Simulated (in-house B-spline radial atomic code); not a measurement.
Results of a calculation; reference values are marked as such.
## Building a PAW p channel for N, r_c = 1.16 bohr

N, [He] 2s2 2p3, non-relativistic PBE, spherical and spin-unpolarised, from an all-electron radial atomic-structure program (B-spline basis) (atomic units; all potentials screened as in the neutral atom).

Two all-electron partial waves φ1, φ2 are integrated outwards at E1 = ε(2p) = -0.260725 and E2 = E1 + 2 hartree; φ1 is the bound orbital and φ2 has unit norm inside r_c = 1.159 bohr. Smooth partners are polynomials, r^2(a0 + a1 r² + a2 r⁴ + a3 r⁶), matched to φ and three derivatives at r_c, with no condition on the norm. The local potential is -7.64599 + (11.6063) r² + (-8.055) r⁴ + (2.14619) r⁶ inside 0.9489 bohr and the all-electron one outside.

```json
{"wave": "1", "φ(r_c)": "0.7642454", "φ'(r_c)": "-0.1658678", "a0": "2.273926", "a1": "-2.426378", "a2": "1.132865", "a3": "-0.202089"}
{"wave": "2", "φ(r_c)": "0.197717", "φ'(r_c)": "-3.160421", "a0": "4.845357", "a1": "-6.955092", "a2": "3.381245", "a3": "-0.6010037"}
```

Inside r_c the overlaps are <φi φj> = [[0.41902, 0.59564], [0.59564, 1.00000]] and, for the smooth waves, [[0.34223, 0.41409], [0.41409, 0.58394]]. With χj = (Ej − T − V_local) applied to smooth wave j, the program's quadrature gives the matrix B_ij = <smooth i, χj> as [[-0.18533, -0.59629], [-0.23319, -0.78233]].

**Question.** Check the match of the first wave, and find the augmentation charges q_ij.

**Answer.** At r_c the four terms are 3.05452, -4.37817, 2.74586, -0.65798, which sum to 0.7642, φ1(r_c) to rounding. q_ij is the all-electron overlap less the smooth one: [[0.07679, 0.18155], [0.18155, 0.41606]]. The smooth first wave has a norm of 0.3422 inside r_c against 0.4190, and q11 > 0 puts back the missing charge.

**Question.** B isn't symmetric. Show that D_ij = B_ij + Ej q_ij is.

**Answer.** Integrating by parts gives B12 − B21 = (E1 − E2) q12: -0.59629 − (-0.23319) = -0.36310, and −2 × (0.18155) = -0.36310. So D12 = -0.59629 + (1.739275)(0.18155) = -0.28053 and D21 = -0.23319 + (-0.260725)(0.18155) = -0.28053; D11 = -0.20535, D22 = -0.05869. The projectors, p = (B⁻¹)ᵀ χ, are dual to the smooth waves; det B = 0.0059.

Solving (T + V_local + Σ p D p) ψ = E (1 + Σ p q p) ψ in a sphere of 9 bohr gives these levels:

```tsv
all-electron	one projector	two projectors
-0.260714	-0.260713	-0.260713
0.083975	0.084242	0.083976
0.349673	0.351221	0.349675
0.756467	0.762072	0.756472
1.294920	1.309670	1.294920
```

**Question.** What does the second projector gain?

**Answer.** With one projector the errors are 0.00, +0.27, +1.55, +5.60, +14.75 millihartree. With two the errors are 0.00, 0.00, 0.00, +0.01, 0.00 millihartree. The scattering is exact at E1 and at E2 = 1.739, and over all levels compared the largest error is under 0.01 millihartree. The lowest eigenvalue of the overlap operator is 1 with one and 0.9384 with two projectors. The smooth orbital alone needs a cutoff of 18.5 hartree for 1 millihartree of kinetic energy, against 37.3 for a norm-conserving Troullier-Martins orbital of the same radius; part of the gain comes from giving up the norm, part from the simpler form.
